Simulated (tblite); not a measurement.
Isomers of C6H6F3P. Method: GFN2-xTB as coded in tblite; computed harmonic values from a numerical Hessian at the method's own geometry, unscaled. The method is semi-empirical: single wavenumbers can be off by several per cent or more. One conformer each.

Electronic energies: GFN2-xTB at the same geometries; isomer energies are rough at this level and their order can be wrong.

```
              SMILES  electronic energy, lowest = 0 (kJ/mol)
CC1=C(C)P1C(F)=C(F)F                                    13.8
  C#CCP(C=C)C(F)(F)F                                    31.3
C=CC1=C(C(F)(F)F)P1C                                     0.0
```

Q: How do GFN2-xTB zero-point energies change the relative energies?

A: 
| SMILES | ZPE (kJ/mol) | of it from modes above 1550 cm⁻¹ | electronic (kJ/mol) | with ZPE, lowest = 0 (kJ/mol) | lowest mode (cm⁻¹) | rings |
| --- | --- | --- | --- | --- | --- | --- |
| C=CC1=C(C(F)(F)F)P1C | 268.9 | 130.0 | 0.0 | 0.0 | 12 | 1 |
| CC1=C(C)P1C(F)=C(F)F | 270.8 | 129.6 | 13.8 | 15.7 | 18 | 1 |
| C#CCP(C=C)C(F)(F)F | 264.9 | 134.1 | 31.3 | 27.2 | 33 | 0 |

The zero-point energies span 5.9 kJ/mol, from `C#CCP(C=C)C(F)(F)F` to `CC1=C(C)P1C(F)=C(F)F`. The order is unchanged.
